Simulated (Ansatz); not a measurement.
Method: frozen-core CCSD(T)/cc-pVDZ // r2SCAN-D4/def2-SVP in Ansatz (a quantum-chemistry and plane-wave program). The restricted HF reference is unstable towards unrestricted orbitals.

Ansatz 0.2 input:
```yaml
crystal:
  periodic: [false, false, false]
  atoms:
    - { symbol: B, position_ang: [-2.853835, 1.01801, 0.616929] }
    - { symbol: C, position_ang: [-1.43598, 0.497123, 0.301062] }
    - { symbol: C, position_ang: [-0.321182, 1.230657, 0.744833] }
    - { symbol: C, position_ang: [0.972846, 0.783214, 0.473782] }
    - { symbol: S, position_ang: [2.471718, 1.544114, 0.93417] }
    - { symbol: C, position_ang: [3.386694, 0.284335, 0.171576] }
    - { symbol: C, position_ang: [2.609352, -0.679668, -0.411827] }
    - { symbol: C, position_ang: [1.210053, -0.418752, -0.253753] }
    - { symbol: C, position_ang: [0.104788, -1.165072, -0.705344] }
    - { symbol: C, position_ang: [-1.188748, -0.71596, -0.433295] }
    - { symbol: C, position_ang: [-2.280955, -1.509946, -0.913733] }
    - { symbol: N, position_ang: [-3.140598, -2.183342, -1.32127] }
    - { symbol: H, position_ang: [-3.834666, 0.420065, 0.255544] }
    - { symbol: H, position_ang: [-2.964223, 2.047311, 1.239931] }
    - { symbol: H, position_ang: [-0.484274, 2.155927, 1.304926] }
    - { symbol: H, position_ang: [4.476446, 0.329505, 0.198824] }
    - { symbol: H, position_ang: [3.014898, -1.546649, -0.936605] }
    - { symbol: H, position_ang: [0.257663, -2.090876, -1.265748] }
basis:
  gaussian: { orbitals: cc-pVDZ }
correlation:
  method: ccsd_t
```

Output:

```
Functional definition: HF
1912 factors; integrals over basis functions are off by at most 1.3e-3 eV
mean field evaluation 1: about -22333.3353 eV, gradient 4.3e1 eV
mean field evaluation 2: about -22333.8961 eV, gradient 4.3e1 eV
mean field evaluation 4: about -22339.8936 eV, gradient 8.6e0 eV
mean field evaluation 8: about -22340.1283 eV, gradient 6.6e-1 eV
mean field evaluation 16: about -22340.1313 eV, gradient 2.4e-6 eV
mean field evaluation 32: about -22329.8020 eV, gradient 2.8e0 eV
mean field -22340.13134674 eV, -820.9846843076 hartree, gradient 2.4e-6 eV, S^2 0.000000; 0 other end points of the search recorded, 0 dependent functions left out; unrestricted orbitals would lower it
16 core orbitals not correlated
reference -22340.13134674 eV, -820.9846843076 hartree; 28, 28 occupied and 158, 158 virtual orbitals, 1912 factors
second order -41.46334785 eV of doubles, -0.00000000 eV of singles
cycle   1  -41.07394713 eV  change    3.9e-1 eV  update   1.8e-1
cycle   2  -42.42470043 eV  change    -1.4e0 eV  update   5.9e-2
cycle   3  -42.73554456 eV  change   -3.1e-1 eV  update   2.7e-2
cycle   4  -42.73951768 eV  change   -4.0e-3 eV  update   8.4e-3
cycle   5  -42.74221807 eV  change   -2.7e-3 eV  update   4.4e-3
cycle   6  -42.74523519 eV  change   -3.0e-3 eV  update   1.5e-3
cycle   7  -42.74460245 eV  change    6.3e-4 eV  update   7.6e-4
cycle   8  -42.74433585 eV  change    2.7e-4 eV  update   3.5e-4
cycle   9  -42.74437770 eV  change   -4.2e-5 eV  update   1.8e-4
cycle  10  -42.74432544 eV  change    5.2e-5 eV  update   6.9e-5
cycle  11  -42.74424337 eV  change    8.2e-5 eV  update   2.8e-5
cycle  12  -42.74427622 eV  change   -3.3e-5 eV  update   1.5e-5
perturbative correction -2.08078785 eV, -0.0764675429 hartree
Total energy: -22384.95641080 eV, -822.6319750286 hartree
```

Cost: about 16 core-minutes (a rough figure).
